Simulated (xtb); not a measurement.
xtb input:

```bash
xtb mol.xyz --gfn 1 --opt tight --chrg 0 --uhf 0
```
mol.xyz:
```
18

C      2.04632686    -0.82876351     0.25042362
C      0.59270275    -0.41626499     0.42593406
C     -0.35719699    -0.94516714    -0.65551829
C     -1.63151913    -0.09305057    -0.51112430
C     -1.17398048     1.23708745     0.15213675
C      0.34482092     1.09571119     0.36214686
H      2.43097545    -0.48099712    -0.71234796
H      2.67861523    -0.40570976     1.03421441
H      2.15955035    -1.91471439     0.28176316
H      0.23707555    -0.77900898     1.39872263
H      0.10116936    -0.78000033    -1.63615705
H     -0.54888258    -2.01589489    -0.56657334
H     -2.11938763     0.07271429    -1.47203932
H     -2.35781552    -0.60169716     0.12513003
H     -1.41967239     2.10689842    -0.45771217
H     -1.67822533     1.37398024     1.11028333
H      0.88680696     1.50397382    -0.49727441
H      0.70286697     1.62314125     1.24799846
```

### Question
Which total energy does the run end on?

### Answer
-19.18721 Eh (GFN1-xTB).
